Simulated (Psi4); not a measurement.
water (H2O), singlet (typed; the unrestricted solution is spin-contaminated), at a GFN2-xTB geometry, with bond 2-1 at 2.2 times its length.

Input for Psi4:
```
memory 2 GB

molecule {
0 1
  O     0.00956971    0.00206403    0.11338892
  H    -0.13422955    1.67749159   -1.16154846
  H    -0.02076411   -0.78013425   -0.44098332
}

set basis def2-tzvp
set reference uhf
set stability_analysis follow
set scf_type pk

energy('scf')
print_variables()
```

### Question
What does this run give for the total energy, <S^2>?

### Answer

```yaml
total_energy: -75.9234 Eh
"<S^2>": 0.946
```
